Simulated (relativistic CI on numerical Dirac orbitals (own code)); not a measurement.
**Electric-dipole lines of Xe XXXVIII**

Computed by Dirac-Coulomb-Breit CI, KLI orbitals optimised for each configuration, QED by a radiative potential, unscaled Slater integrals (own radial code, finite nucleus).

CI space (outside the closed core [Ne]): 3s²3p⁵, 3s3p⁶, 3s²3p⁴3d, 3s3p⁵3d, 3p⁶3d, 3s3p⁴3d², 3s²3p³3d4p, 3p⁶4s, 3s3p⁴3d4s, 3s²3p⁴4s, 3p⁶4p, 3s²3p⁴4p, 3s²3p⁴4d, 3p⁵3d4p, 3s3p⁵4s, 3s²3p⁴4f, 3s3p⁵4p, 3s3p⁵4d, 3s3p⁵4f, 3s²3p⁴5s, 3s²3p⁴5p, 3s²3p⁴5d, 3s²3p³4s4p, 3s²3p⁴5f, 3s²3p⁴5g, 3s3p⁴4s², 3s3p⁵5s, 3s3p⁵5p, 3s²3p³3d², 3s²3p²3d³, 3s3p³3d³, 3s²3p²3d²4s, 3s²3p²3d²4p, 3s²3p²3d²4d, 3p⁵3d², 3p⁴3d³, 3p⁴3d²4s, 3p⁴3d²4p, 3p⁴3d²4d, 3s²3p³3d4s, 3s3p³3d²4s, 3s²3p²3d4s², 3s²3p²3d4s4p, 3s²3p²3d4s4d, 3p⁵3d4s, 3p⁴3d4s², 3p⁴3d4s4p, 3p⁴3d4s4d, 3s²3p³4s², 3s3p³3d4s², 3s²3p²4s²4p, 3s²3p²4s²4d, 3s²3p³4p², 3s²3p²3d4p², 3s3p³3d4p², 3s²3p²4s4p², 3s²3p²4p³, 3s²3p²4p²4d. Double excitations out of closed p, d and f shells are left out; levels of such configurations are missing from the list, as are those of other unlisted configurations, and high levels can miss mixing partners. These lack a partner that the ground configuration has and come out too high: 3s²3p⁴4f, 3s3p⁵4p, 3s3p⁵4d, 3s3p⁵4f, 3s²3p⁴5s.

```csv
λ vac (Å),Lower,Upper,A (s⁻¹),E lower (10³ cm⁻¹),E upper (10³ cm⁻¹)
44.845,3s²3p⁴3d ²D3/2 [8],3s²3p³3d² ²D°3/2 [130],6.91e+11,1408.2,3638.1
45.222,3s²3p⁴3d ⁴D3/2 [3],3s²3p³3d² ⁴P°1/2 [100],8.48e+11,1259.7,3471.0
45.236,3s²3p⁴3d ⁴D5/2 [4],3s²3p³3d² ⁴D°3/2 [102],4.53e+11,1278.2,3488.8
45.330,3s²3p⁴3d ⁴F7/2 [6],3s²3p³3d² ⁴F°7/2 [109],7.29e+11,1316.0,3522.1
45.366,3s²3p⁴3d ⁴F9/2 [10],3s²3p³3d² ⁴D°7/2 [128],5.01e+11,1428.9,3633.2
45.396,3s²3p⁴3d ⁴F7/2 [6],3s²3p³3d² ⁴D°5/2 [108],3.75e+11,1316.0,3518.9
45.645,3s²3p⁴3d ²F7/2 [9],3s²3p³3d² ²D°5/2 [124],8.51e+11,1412.2,3603.0
46.079,3s²3p⁴3d ²D5/2 [11],3s²3p³3d² ²D°5/2 [143],6.07e+11,1577.0,3747.1
46.243,3s²3p⁴3d ⁴F9/2 [10],3s²3p³3d² ⁴F°9/2 [122],5.19e+11,1428.9,3591.4
46.295,3s²3p⁵ ²P°3/2 [1],3s²3p⁴3d ²S1/2 [26],1.14e+12,0.0,2160.1
46.461,3s²3p⁵ ²P°3/2 [1],3s²3p⁴3d ²D5/2 [25],7.18e+11,0.0,2152.3
46.622,3s²3p⁵ ²P°3/2 [1],3s²3p⁴3d ²P3/2 [24],6.45e+11,0.0,2144.9
46.736,3s²3p⁴3d ²F7/2 [9],3s²3p³3d² ²G°7/2 [114],4.04e+11,1412.2,3551.9
46.982,3s²3p⁴3d ⁴F9/2 [10],3s²3p³3d² ⁴G°11/2 [115],3.67e+11,1428.9,3557.4
47.122,3s²3p⁵ ²P°1/2 [2],3s²3p⁴3d ²D3/2 [40],6.37e+11,624.7,2746.8
50.531,3s²3p⁴3d ⁴D5/2 [4],3s²3p³3d² ⁴G°7/2 [78],1.77e+11,1278.2,3257.1
57.122,3s²3p⁵ ²P°1/2 [2],3s²3p⁴3d ²P1/2 [29],5.58e+11,624.7,2375.3
60.943,3s²3p⁴3d ⁴F7/2 [6],3s²3p³3d² ²H°9/2 [57],1.29e+11,1316.0,2956.9
61.718,3s²3p⁵ ²P°3/2 [1],3s²3p⁴3d ²D5/2 [13],1.46e+11,0.0,1620.3
62.908,3s²3p⁴3d ²D5/2 [13],3s²3p³3d² ⁴G°7/2 [72],1.99e+11,1620.3,3209.9
```

Terms are leading LS components. Brackets give the number of a level in order of energy, since labels repeat. The list gives strong lines, with weight on those to low levels, without lines whose two gauges differ by over a factor of 2.5, among the lowest 400 of 10102 levels, so that lines to higher ones, which can be the strongest, are missing. Levels whose partners in the same complex of configurations lie outside the list can be far off, and so can their lines. Rates are taken at the computed energies, electric ones in the length gauge.

At this charge energies of transitions that change n are usually good to better than 1 %, and those within a shell (Δn = 0) to a few per cent.

LS names give the leading component of a level, which can be under half, so a name can repeat, a term be missing and a line seem to break the LS rules.
